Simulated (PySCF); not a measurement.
**2p core levels of Ge(CF3)Cl3**

Ge(CF3)Cl3, CCl3F3Ge.
Z-matrix (Å and degrees, PBE0-D3(BJ)/def2-SVP geometry), rows numbered from 1:
```
Ge
C   1  2.0009
F   2  1.3293  1  110.54
F   2  1.3301  1  110.16  3  -120.03
F   2  1.3298  1  110.49  3   120.08
Cl  1  2.1271  2  109.19  3   173.37
Cl  1  2.1290  2  108.88  3    53.31
Cl  1  2.1274  2  109.60  3   -67.06
```

The calculation used PySCF 2.14.0, delta-SCF UKS SCAN, pcX-2 on the ionised atom, pcseg-1 elsewhere, spin-free X2C. These are vertical core ionisation energies against the vacuum level, from separate self-consistent calculations with and without the core hole. Spin–orbit coupling isn't in the SCF: each 2p doublet comes from a relaxed spin-free hole plus a matrix of the shell (mean-field spin–orbit coupling and the ground-state 2p splitting), with 2p3/2 averaged over its two sublevels. The splitting includes the ligand field, and 2p3/2 is the mean of two sublevels.

When a 2p electron fills a 1s hole, the emitted photon carries the energy difference of the two hole states (Kα1 from 2p3/2, Kα2 from 2p1/2), here at the ground state's geometry.

```tsv
atom	Kα1 (eV)	Kα2 (eV)	2p3/2 binding energy (eV)
Cl6/Cl7/Cl8	2622.60	2620.95	206.62
```

What are the 1s and 2p1/2 binding energies?

1s = Kα1 + 2p3/2, and 2p1/2 = 1s − Kα2:

```
       atom            environment  1s (eV)  2p1/2 (eV)
Cl6/Cl7/Cl8  chlorine bonded to Ge  2829.22      208.27
```

And the 1s levels of the other atoms?

C2 (carbon bonded to 3 F and Ge) 298.42 eV; F3/F4/F5 (fluorine bonded to C) 694.65 eV.

Atoms equivalent by their bonding share one computed value, that of the first of them. No level of germanium is listed. Geometry: PBE0-D3(BJ)/def2-SVP; no solvent, vibrations or thermal averaging.
